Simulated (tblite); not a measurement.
Compound: C4H12NSSi (doublet state).
Z-matrix (Å and degrees, GFN2-xTB geometry), rows numbered from 1:
```
C 
Si  1  1.8998
C   2  1.9051  1  110.26
C   2  1.9183  1  109.76  3   117.22
C   4  1.5139  2  110.54  1    48.45
N   5  1.4263  4  110.61  2    50.12
S   5  1.8465  4  108.68  2   174.11
H   1  1.0851  2  110.95  3   177.55
H   1  1.0868  2  111.72  3   -62.05
H   1  1.0854  2  110.94  3    57.88
H   2  1.4707  1  110.67  3  -121.69
H   3  1.0864  2  111.82  1    55.04
H   3  1.0856  2  111.58  1   175.55
H   3  1.0851  2  110.60  1   -64.80
H   4  1.0893  2  111.35  1   -73.16
H   4  1.0911  2  109.67  1   168.73
H   5  1.0928  4  110.85  2   -70.53
H   6  1.0137  5  111.05  4    58.50
H   6  1.0135  5  112.30  4  -179.35
```

Method: GFN2-xTB as coded in tblite; computed harmonic values from a numerical Hessian at the method's own geometry, unscaled. Errors from tens to a few hundred cm⁻¹ against measured bands are possible. Modes of hydrogen on silicon can be 10 to 20 % off. One conformer, not necessarily the lowest. Open shells enter through the occupations alone, without spin polarisation, and single modes of such species can be off by tens of per cent.

Harmonic wavenumbers (cm⁻¹): 41.9, 73.8, 93.4, 117.5, 134.1, 155.5, 191.2, 201.1, 240.6, 311.0, 339.7, 426.4, 613.3, 630.7, 640.9, 683.8, 729.7, 756.8, 773.8, 796.4, 828.1, 840.4, 856.1, 908.0, 956.2, 1041.8, 1132.9, 1161.5, 1222.5, 1254.3, 1317.6, 1367.0, 1371.1, 1471.7, 1479.5, 1484.0, 1485.1, 1490.2, 1543.2, 2194.9, 2939.7, 2979.4, 3001.7, 3030.8, 3035.9, 3045.0, 3048.6, 3053.0, 3054.7, 3400.4, 3430.1.

A = 3225, B = 837.7, C = 754.1 MHz; mass 134.046 u (most abundant isotopes); point group C1, symmetry number 1; spin multiplicity 2.

Question: What is the zero-point energy?

Answer: ½Σν̃ = 33688 cm⁻¹ = 403.01 kJ/mol.

Question: What is S at 298.15 K and 1 bar for an ideal gas of classical rigid rotors and harmonic oscillators?

Answer: Translation 169.94, rotation 123.20, vibration 145.09, spin (R ln 2) 5.76: S = 444.0 J/(mol K).

Question: And Cp and H(298.15 K) − H(0)?

Answer: Cp = 171.78 J/(mol K), of which vibrations give 138.52 (their classical limit is 51 R = 424.0); H(298.15 K) − H(0) = 32.13 kJ/mol without the zero-point energy, 22.21 from vibrations.

Question: Which modes carry the vibrational entropy at 298.15 K?

Answer: 41.9 cm⁻¹: 21.62; 73.8 cm⁻¹: 16.94; 93.4 cm⁻¹: 15.01; 117.5 cm⁻¹: 13.14; 134.1 cm⁻¹: 12.08; 155.5 cm⁻¹: 10.89 J/(mol K); the other 45 give 55.41 together.

Question: How do the functions run with temperature in this model?

Answer: 
| T (K) | S (J/(mol K)) | Cp (J/(mol K)) | H − H(0) (kJ/mol) | G − H(0) (kJ/mol) | ln q(vib) |
| --- | --- | --- | --- | --- | --- |
| 100 | 308.2 | 91.1 | 6.08 | -24.74 | 2.17 |
| 200 | 384.0 | 131.5 | 17.25 | -59.55 | 5.46 |
| 300 | 445.1 | 172.5 | 32.45 | -101.07 | 8.55 |
| 500 | 550.6 | 242.8 | 74.38 | -200.94 | 14.32 |
| 800 | 680.8 | 310.7 | 158.26 | -386.38 | 22.19 |
| 1000 | 753.6 | 341.3 | 223.60 | -529.98 | 26.95 |

q(vib) and H(0) count from the zero-point level.

Hindered rotation and anharmonicity are outside this model. Other conformers, if any are populated, would add a mixing term that is left out. The structure is chiral; the term R ln 2 for an equal mix with its mirror image is left out.
